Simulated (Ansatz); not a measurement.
Input file for Ansatz (an electronic-structure program): R-CCSD(T)/cc-pVDZ on CHN (SMILES C#N).

Ansatz 0.2 input:
```yaml
crystal:
  periodic: [false, false, false]
  atoms:
    - {symbol: H, position_ang: [-0.00000000, -0.00000000, -1.09322365]}
    - {symbol: C, position_ang: [0.00000000, 0.00000000, -0.02646947]}
    - {symbol: N, position_ang: [-0.00000000, -0.00000000, 1.11969313]}
basis:
  gaussian:
    orbitals: cc-pVDZ
magnetization: {spin_polarized: false}
correlation: {method: ccsd_t, electrons: outside_noble_gas}
scf: {lower_state_search: off}
```

Question: Give the final energy of this run.

Answer: -93.1875 hartree (reference determinant -92.8838, T1 diagnostic 0.013).
